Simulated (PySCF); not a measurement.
## NbSi: from constants to spectrum

ROHF-CCSD(T) constants of NbSi, ⁶Σ⁺ (sextet), unpaired electrons σ ↑, π ↑↑, δ ↑↑ (Nb def2-TZVPP with ECP28, Si def2-TZVPP; scalar-relativistic core potentials (PySCF 2.14); masses 92.9064 and 27.9769 u):

- ωe: 384.8 cm⁻¹
- ωexe: 1.18 cm⁻¹
- Be: 0.13066 cm⁻¹
- αe: 0.000534 cm⁻¹
- De to Nb (4d4 5s1) + Si: 2.76 eV

(1) What force constant and bond length do these constants imply?

(2) Estimate the centrifugal constant D from the Kratzer relation and find the Dunham coefficient a1.

Correlated steps freeze 5 core orbitals. Spin–orbit coupling is left out, which matters for elements this heavy, above all for dissociation energies. The CCSD T1 diagnostic is raised, a sign that a single reference may not be enough here. With d or f electrons several states lie close, and the lowest PBE0 determinant need not be the measured ground state.

Answers

(1) Reduced mass μred = 21.502 u; k = 5.8918×10⁻⁷·μred·ωe² (u, cm⁻¹, mdyn/Å) = 1.88 mdyn/Å; Re = √(16.8576/(μred·Be)) (u, cm⁻¹, Å) = 2.450 Å.

(2) D = 4Be³/ωe² = 6.03e-08 cm⁻¹; a1 = −1 − αeωe/(6Be²) = -3.01.
